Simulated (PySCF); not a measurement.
Geometry:
```tsv
atom	x (Å)	y (Å)	z (Å)
C1	-0.324	1.370	0.144
C2	-0.005	-0.023	-0.415
B3	1.513	-0.328	-0.152
F4	2.417	0.037	-1.045
C5	-0.881	-1.087	0.209
F6	-0.502	-2.327	-0.255
H7	0.265	2.149	-0.361
H8	-1.389	1.621	0.007
H9	-0.107	1.435	1.223
H10	-0.180	-0.017	-1.506
H11	1.926	-0.828	0.873
H12	-0.778	-1.082	1.309
H13	-1.947	-0.936	-0.038
```

Geometry: PBE0-D3(BJ)/def2-SVP; GIAO shifts from PySCF 2.14, gas phase, non-relativistic, averaged over equivalent atoms.

At B3LYP/pcSseg-1 (137 basis functions, 18 s wall time on 1 thread of an Arm Neoverse N1, shared host):
```
   atoms  δ (ppm)
      C5     89.9
      C2     31.4
      C1      6.7
      B3     58.0
      F4     -1.1
      F6   -232.3
     H11     5.43
     H12     4.56
     H13     4.48
     H10     1.39
H7/H8/H9     0.75
```

Referencing at the same level of theory: ¹³C (179.24 ppm) and ¹H (31.38 ppm) against TMS; ¹¹B (97.83 ppm) vs BF3·OEt2; ¹⁹F (171.94 ppm) against CFCl3.

**Question.** Predict the values at KT3/pcSseg-1 on the same geometry.

**Answer.** 
```json
{"atoms": "C5", "δ at KT3/pcSseg-1": "86.9", "change": "-3.0"}
{"atoms": "C2", "δ at KT3/pcSseg-1": "30.7", "change": "-0.7"}
{"atoms": "C1", "δ at KT3/pcSseg-1": "7.6", "change": "+0.9"}
{"atoms": "B3", "δ at KT3/pcSseg-1": "51.7", "change": "-6.3"}
{"atoms": "F4", "δ at KT3/pcSseg-1": "-20.1", "change": "-19.0"}
{"atoms": "F6", "δ at KT3/pcSseg-1": "-240.0", "change": "-7.7"}
{"atoms": "H11", "δ at KT3/pcSseg-1": "5.35", "change": "-0.08"}
{"atoms": "H12", "δ at KT3/pcSseg-1": "4.55", "change": "-0.01"}
{"atoms": "H13", "δ at KT3/pcSseg-1": "4.47", "change": "-0.01"}
{"atoms": "H10", "δ at KT3/pcSseg-1": "1.43", "change": "+0.04"}
{"atoms": "H7/H8/H9", "δ at KT3/pcSseg-1": "0.76", "change": "+0.01"}
```

Referencing at the same level of theory: ¹³C (182.31 ppm), ¹H (31.32 ppm) vs TMS; ¹¹B (100.51 ppm) vs BF3·OEt2; CFCl3 for ¹⁹F (149.45 ppm).

The largest change is at F4 (fluorine bonded to B). Cost: 137 basis functions, 26 s wall time on 1 thread of an Arm Neoverse N1, shared host. The order of the carbon signals is the same at both levels.

A carbon bonded to boron is broadened by the quadrupolar boron nucleus and is often missing from a measured spectrum. Unscaled 19F shifts against computed CFCl3 carry errors that often reach 10 to 50 ppm.
